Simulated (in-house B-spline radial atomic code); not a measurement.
What moves the levels of F6+ ([He] 2s1)? Computed with a B-spline radial code for spherical atoms: Dirac-Hartree-Fock, average of configuration, Fermi nucleus of rms radius 2.8976 fm.

Baseline run (computed): total energy -82.3663 hartree, 1s1/2 at -33.53596 hartree, 2s1/2 at -185.08 eV with <r> = 0.7766 bohr.

Scaling the speed of light c (a factor of 100 is close to the non-relativistic limit):

```csv
c/c0,ΔE (hartree),2s1/2 level (eV),2s1/2 <r> (bohr)
0.9,-0.020418,-185.127,0.7763
0.98,-0.0035877,-185.085,0.7765
1.02,0.0033781,-185.068,0.7766
2,0.065149,-184.916,0.7773
100,0.086811,-184.863,0.7776
```

Q: The nuclear charge is raised by 0.1. What does the Hellmann-Feynman theorem predict for the energy, and what is found?

A: dE/dZ ≈ -Σ<1/r>, which is -19.2666 at the start and -19.493 at the end; their mean times 0.1 is -1.938 hartree, and the two runs differ by -1.938 hartree.
